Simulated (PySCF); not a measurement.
# Hartree-Fock beside MP2: Al2FH2N

All numbers below are calculated, not measured. The program is PySCF 2.14.0, an open-source quantum chemistry code, run on an isolated molecule that a program drew, which may never have been made. The molecule is Al2FH2N (charge 0, singlet), drawn as the SMILES string `[F][AlH][NH][Al]`.

The geometry was optimised and harmonic frequencies were computed with HF and MP2, all in the cc-pV(D+d)Z basis, for the commonest isotopes, with a restricted reference for singlets and an unrestricted one otherwise, and a frozen core in MP2. Each result is a local minimum of its method.

Geometry at the HF minimum:
```xyz
6
Al2FH2N, angstrom
F     0.5580    2.2050   -1.6500
Al   -0.8511    2.5047   -0.8326
N    -2.1702    1.3253   -0.9309
Al   -3.8363    1.2612   -0.2117
H    -0.9612    3.8262   -0.0008
H    -1.9391    0.5244   -1.5097
```

Lengths of the bonds as drawn, in Å (atoms numbered as above):
| bond | HF | MP2 |
|---|---|---|
| F1-Al2 | 1.656 | 1.676 |
| Al2-N3 | 1.772 | 1.792 |
| N3-Al4 | 1.816 | 1.835 |
| Al2-H5 | 1.565 | 1.568 |
| N3-H6 | 1.015 | 1.031 |

Rotational constants, in GHz:
| constant | HF | MP2 |
|---|---|---|
| A | 28.97 | 28.76 |
| B | 1.786 | 1.76 |
| C | 1.683 | 1.658 |

Harmonic frequencies in cm^-1, each column in rising order, so a row needn't be the same motion in every method:
| rank | HF | MP2 |
|---|---|---|
| 1 | 88 | 76 |
| 2 | 124 | 110 |
| 3 | 247 | 228 |
| 4 | 517 | ? |
| 5 | 545 | 528 |
| 6 | 625 | 596 |
| 7 | 700 | 662 |
| 8 | 830 | 795 |
| 9 | 897 | 843 |
| 10 | 1039 | 953 |
| 11 | 2048 | 2016 |
| 12 | 3670 | 3500 |

**Estimate the missing MP2 frequency from the HF column.**

A single factor s that minimises the squared misfit of MP2 against s times HF over the other rows is sum(HF x MP2) / sum(HF^2) = 0.9573, with an rms misfit of 22 cm^-1. For rank 4 it gives 0.9573 x 517 = 495 cm^-1. The calculation gives 459 cm^-1, 36 cm^-1 below the estimate. The drawn bonds are on average 1.0 % longer in MP2 than in HF.
